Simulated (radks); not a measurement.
The mean radii <r> (bohr) of the occupied orbitals of an atom or ion are listed with their occupations. Calculated with a radial shooting solver on a logarithmic mesh with Libxc functionals: scalar-relativistic Kohn-Sham, BLYP, spin-polarised, spherical densities, finite nucleus; Fermi nuclear charge, rms radius of each element as measured or else 0.836 A^(1/3) + 0.57 fm.

orbital  occ.      <r>
1s down     1  0.05410
1s up       1  0.05410
2s up       1   0.2448
2s down     1   0.2445
2p up       3   0.2152
2p down     3   0.2149
3s up       1   0.6897
3s down     1   0.6918
3p up       3   0.7002
3p down     3   0.7030
3d up       2   0.6936

Name the element and its charge. Open shells, if any, are filled with parallel spins first.

Answer. Z = 28, nickel, charge +8: Ni8+ in [Ar] 3d2. The 1s radius gives Z: for a bare nucleus <r> = (2 gamma + 1)/(2Z) with gamma = sqrt(1 - (Z/c)^2), 0.05282 bohr for Z = 28, and screening makes it slightly larger (0.05410 here). The occupations add up to 20, and the charge is Z minus that.
